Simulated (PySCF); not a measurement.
Ionisation energy of Cr by level of theory

Cr [Ar] 3d5 4s1 (7S) → Cr⁺ [Ar] 3d5 (6S), as a difference of total energies. Computed with PySCF 2.14 in aug-cc-pVQZ-DK, with scalar relativity by spin-free X2C-1e. Correlated levels: valence: [Ar] frozen. The calculations carry no spin-orbit coupling.

Task: Order these methods by the ionisation energy they give, lowest first.
A. PBE
B. r2SCAN
C. LDA
D. BP86

Result: B (7.352 eV), A (7.394 eV), D (7.535 eV), C (7.592 eV).

For comparison: 6.767 eV (measured; NIST Atomic Spectra Database, ionization energies).
